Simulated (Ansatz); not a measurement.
`[OH][In]([SH])[SeH]` and `[OH][InH][SH]` differ in one atom or group.

Ansatz, PBE0-D4/def2-TZVP geometries, multiplicity 1. Each molecule was computed in one conformer, which needn't be the lowest.

Elements past krypton have def2 core potentials. Scalar relativity is left out up to krypton. Spin–orbit coupling is left out; it splits and shifts lone-pair levels of the heavy atoms by tenths of an eV.

```csv
property,`[OH][In]([SH])[SeH]`
size of the dipole moment (PBE/def2-TZVPP) / D,0.90
HOMO–LUMO gap (PBE/def2-TZVPP) / eV,3.60
HOMO energy (ωB97M-V/def2-TZVPP) / eV,-9.55
LUMO energy (PBE/def2-TZVPP) / eV,-2.63
size of the dipole moment (ωB97M-V/def2-TZVPP) / D,0.95
LUMO energy (ωB97M-V/def2-TZVPP) / eV,0.03
```

Problem. What does the change do to each property? (An estimate is asked.)

Solution. Ansatz gave: 
```json
{"property": "size of the dipole moment (PBE/def2-TZVPP) / D", "`[OH][InH][SH]`": "1.99", "shift": "1.09"}
{"property": "HOMO–LUMO gap (PBE/def2-TZVPP) / eV", "`[OH][InH][SH]`": "4.36", "shift": "0.76"}
{"property": "HOMO energy (ωB97M-V/def2-TZVPP) / eV", "`[OH][InH][SH]`": "-9.69", "shift": "-0.14"}
{"property": "LUMO energy (PBE/def2-TZVPP) / eV", "`[OH][InH][SH]`": "-1.91", "shift": "0.72"}
{"property": "size of the dipole moment (ωB97M-V/def2-TZVPP) / D", "`[OH][InH][SH]`": "2.25", "shift": "1.30"}
{"property": "LUMO energy (ωB97M-V/def2-TZVPP) / eV", "`[OH][InH][SH]`": "0.23", "shift": "0.20"}
```

With PBE0 the HOMO falls by 0.09 eV and the LUMO rises by 0.57 eV, so the gap widens by about 0.66 eV. PBE moves the HOMO by -0.04 eV and ωB97M-V by -0.14 eV. Dipoles are sizes alone; their direction can turn.

Positive LUMOs are unbound, so they and the gaps depend on the basis.
